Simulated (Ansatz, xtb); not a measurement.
Two structures of AlFH2N2

Structure a is `[F][Al@@H-]1[N]=[NH+]1`, a singlet and structure b is a singlet given by its coordinates. Both are isolated molecules in the gas phase, relaxed with B3LYP-D3(BJ)/def2-SVP.

a (Å):

```xyz
6

Al   -2.1753   -1.4867    0.5859
F    -2.0487   -2.1268   -0.9487
N    -3.9772   -1.3543    1.2791
N    -3.6198   -0.2544    0.8040
H    -0.9371   -1.3621    1.5282
H    -4.3049    0.5309    0.8195
```

b (Å):

```tsv
atom	x (Å)	y (Å)	z (Å)
Al	-2.9607	-0.2562	1.1424
F	-4.5828	-0.3437	0.7234
N	-2.3726	-3.1512	-0.5581
N	-2.5168	-2.2164	0.0012
H	-2.5573	-0.8178	2.5613
H	-2.0370	0.6514	0.2399
```

Close contacts (Å): Al1–F2 1.68, Al1–N4 2.31, N3–N4 1.10, Al1–H5 1.58, Al1–H6 1.58.

Quicker runs give these differences E(b) − E(a): GFN2-xTB −77.8 kJ/mol; HF/STO-3G −51.2 kJ/mol (at GFN2-xTB geometries); r2SCAN-D4/def2-SVP −94.7 kJ/mol (at GFN2-xTB geometries).

Task: Estimate E(b) − E(a) at the level CCSD(T)/def2-TZVPP.

Result: Calculated at CCSD(T)/def2-TZVPP: E(b) − E(a) = −150.8 kJ/mol, so structure b lies lower.

The same difference at several levels:

| level | geometry | E(b) − E(a) (kJ/mol) | departure from the last row (kJ/mol) | job, with rough time for the two |
| --- | --- | --- | --- | --- |
| GFN2-xTB | GFN2-xTB | −77.8 | +73.0 | optimisation, 0.59 s |
| HF/STO-3G | GFN2-xTB | −51.2 | +99.6 | single point, 0.86 s |
| r2SCAN-D4/def2-SVP | GFN2-xTB | −94.7 | +56.1 | single point, 6.6 s |
| B3LYP-D3(BJ)/def2-SVP | B3LYP-D3(BJ)/def2-SVP | −130.6 | +20.2 | optimisation, 88 s |
| HF/def2-TZVPP | B3LYP-D3(BJ)/def2-SVP | −174.7 | −23.9 | part of the CCSD(T) run |
| MP2/def2-TZVPP | B3LYP-D3(BJ)/def2-SVP | −164.2 | −13.4 | part of the CCSD(T) run |
| CCSD(T)/def2-TZVPP | B3LYP-D3(BJ)/def2-SVP | −150.8 |  | single point, 3.4 min |

The levels shown agree on the order. The largest departure from CCSD(T)/def2-TZVPP is that of HF/STO-3G, 99.6 kJ/mol.

With harmonic frequencies from B3LYP-D3(BJ)/def2-SVP (ideal gas, rigid rotor, one conformer each, 298.15 K, 1 atm): the zero-point term adds −13.5 kJ/mol; ΔH is −160.6 and ΔG −170.8 kJ/mol.

The correlated steps freeze 8 core orbitals. Mirror images aren't counted in ΔG. Run with Ansatz 0.2.0, xtb 6.7.1; the last row on 1 thread of AMD EPYC (Zen 3) on a shared host.
